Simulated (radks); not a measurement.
Values are calculated unless marked as measured or tabulated.
How relativity changes the ionisation of the phosphorus ion P+ ([Ne] 3s2 3p2) to P2+ ([Ne] 3s2 3p1). Spin-unpolarised spherical Kohn-Sham, BLYP, point nucleus unless stated (finite: rms radius 3.1889 fm), a radial shooting solver on a logarithmic mesh with Libxc functionals. A level marked "c x" has the speed of light scaled by that factor and shares open shells by 2j + 1; other Dirac levels either fill j = l - 1/2 first or share by 2j + 1.

level                               E(P+) (hartree)  E(P2+) (hartree)  IE (eV)   HOMO  <r> HOMO (bohr)
non-rel.                                 -340.86769        -340.16858   19.024     3p            2.143
scalar-rel.                              -341.72438        -341.02571   19.012     3p            2.143
scalar-rel., finite nucleus              -341.72411        -341.02544   19.012     3p            2.143
Dirac, 2j+1 shares                       -341.72499        -341.02632   19.012  3p3/2            2.146
Dirac, low j first                       -341.72828        -341.02830   19.047  3p1/2            2.139
Dirac, 2j+1 shares, finite nucleus       -341.72472        -341.02605   19.012  3p3/2            2.146
Dirac, c x 0.85                          -342.05698        -341.35848   19.007  3p3/2            2.146
Dirac, c x 1.25                          -341.41519        -340.71636   19.016  3p3/2            2.145
Dirac, c x 2                             -341.08106        -340.38207   19.021  3p3/2            2.144

NIST Atomic Spectra Database: 19.769 eV (semi-empirical). The relativistic part of the total energy of P+ is -0.857 hartree (Dirac, 2j+1 shares, finite nucleus), 0.25 % of the non-relativistic value. Spin polarisation and multiplet splitting of open shells are left out at every level.

Beside tabulated values, note that spin-unpolarised runs miss the spin-polarisation part of the exchange energy of open shells.
